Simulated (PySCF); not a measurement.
C6H4Cl, SMILES Clc1c[c]ccc1, multiplicity 2. Atoms are numbered in the order given.

```xyz
11

Cl    -0.0648     2.2231     0.0000
C      0.0244     0.4776     0.0000
C      1.2836    -0.1470     0.0000
C      1.2657    -1.5244     0.0000
C      0.1476    -2.3312     0.0000
C     -1.0926    -1.6697     0.0000
C     -1.1567    -0.2733     0.0000
H      2.2001     0.4464     0.0000
H      0.2061    -3.4223     0.0000
H     -2.0186    -2.2512     0.0000
H     -2.1181     0.2413     0.0000
```
Charge 0, spin multiplicity 2.

Geometry: B3LYP-D3(BJ)/def2-SVP. The isomer is the one that the SMILES or the coordinates give; other isomers of the formula were not compared.

Level of theory: PBE/pcH-1 in PySCF.

Unrestricted Kohn–Sham, ⟨S²⟩ = 0.756. Hyperfine tensors hold the contact and dipolar terms, without spin-orbit corrections.

Computed hyperfine couplings:
| nucleus | A(iso) (MHz) | A(iso) (G) | dipolar principal values (MHz) |
|---|---|---|---|
| 35Cl no. 1 | 3.0 | 1.1 | -4.0, -2.6, 6.7 |
| 13C no. 2 | 73.5 | 26.2 | -4.8, -2.2, 7.0 |
| 13C no. 3 | 16.2 | 5.8 | -12.7, -1.7, 14.4 |
| 13C no. 4 | 377.1 | 134.5 | -76.9, -61.3, 138.2 |
| 13C no. 5 | 11.6 | 4.1 | -13.3, -2.2, 15.4 |
| 13C no. 6 | 54.9 | 19.6 | -6.0, -3.0, 8.9 |
| 13C no. 7 | -5.7 | -2.0 | -5.7, 2.0, 3.7 |
| 1H no. 8 | 58.9 | 21.0 | -6.5, -5.3, 11.7 |
| 1H no. 9 | 51.3 | 18.3 | -6.6, -5.4, 12.0 |
| 1H no. 10 | 23.0 | 8.2 | -3.0, -2.0, 5.0 |
| 1H no. 11 | 4.0 | 1.4 | -1.5, 0.2, 1.3 |
